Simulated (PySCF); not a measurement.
All numbers come from PBE0/[Ru def2-TZVP with ECP28, O def2-TZVP], scalar-relativistic core potentials, density fitting, no spin–orbit coupling, PySCF.

Each entry is the lowest minimum that a search over a few typed start shapes (and spin states, where more than one is plausible) found, or that minimum re-optimised at the stated level; isomers with ligand–ligand bonds, or fragments after loss of a ligand pair, can lie lower. Open shells are unrestricted.

RuO3 is a singlet of D3h symmetry with Ru–O 1.660 Å (×3); O–Ru–O 120.0° (×3). Its wavenumbers are 104, 320 (×2), 1009 (×2), 1029 cm⁻¹.

Q: What changes when one electron is removed, giving RuO₃⁺?

A: It costs 10.88 eV between the minima (10.90 eV with zero-point energy). RuO₃⁺ is a doublet of C3v symmetry with Ru–O 1.641 Å (×3); O–Ru–O 113.4° (×3); wavenumbers 237, 343 (×2), 1028 (×2), 1049 cm⁻¹.

Open d and f shells are described by one determinant, and the ground state may have another occupation or spin.
